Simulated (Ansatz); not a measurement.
All values below come from frozen-core CCSD(T)/def2-TZVPP // M06-2X/def2-TZVP run with Ansatz (a first-principles code).

Ansatz 0.2 input:
```yaml
crystal:
  periodic: [false, false, false]
  atoms:
    - { symbol: F, position_ang: [1.70211, -0.354367, -0.761455] }
    - { symbol: In, position_ang: [-0.001389, -0.00545, 0.052709] }
    - { symbol: F, position_ang: [-0.354001, 1.714404, 0.829902] }
    - { symbol: F, position_ang: [-1.348189, -1.373446, 0.091946] }
basis:
  gaussian: { orbitals: def2-TZVPP }
correlation:
  method: ccsd_t
```

Output:

```
Functional definition: HF
1106 factors; integrals over basis functions are off by at most 9.0e-4 eV
mean field evaluation 1: about -13267.8259 eV, gradient 5.2e1 eV
mean field evaluation 2: about -13267.8549 eV, gradient 5.2e1 eV
mean field evaluation 4: about -13272.0407 eV, gradient 1.5e0 eV
mean field evaluation 8: about -13272.0646 eV, gradient 8.4e-2 eV
mean field evaluation 16: about -13271.9871 eV, gradient 1.5e0 eV
mean field -13272.06462330 eV, -487.7393787778 hartree, gradient 9.3e-6 eV, S^2 0.000000; 0 other end points of the search recorded, 0 dependent functions left out
7 core orbitals not correlated
reference -13272.06462330 eV, -487.7393787778 hartree; 17, 17 occupied and 119, 119 virtual orbitals, 1106 factors
second order -28.00067159 eV of doubles, -0.00000000 eV of singles
cycle   1  -26.91633833 eV  change     1.1e0 eV  update   1.4e-1
cycle   2  -27.54566927 eV  change   -6.3e-1 eV  update   4.9e-2
cycle   3  -27.70045411 eV  change   -1.5e-1 eV  update   2.6e-2
cycle   4  -27.68603475 eV  change    1.4e-2 eV  update   8.0e-3
cycle   5  -27.67632200 eV  change    9.7e-3 eV  update   2.6e-3
cycle   6  -27.67736940 eV  change   -1.0e-3 eV  update   9.4e-4
cycle   7  -27.67765233 eV  change   -2.8e-4 eV  update   2.5e-4
cycle   8  -27.67746685 eV  change    1.9e-4 eV  update   9.5e-5
cycle   9  -27.67745569 eV  change    1.1e-5 eV  update   3.5e-5
perturbative correction -0.82949438 eV, -0.0304833562 hartree
Total energy: -13300.57157337 eV, -488.7869898702 hartree
```

Cost: about 80 core-seconds (a rough figure).
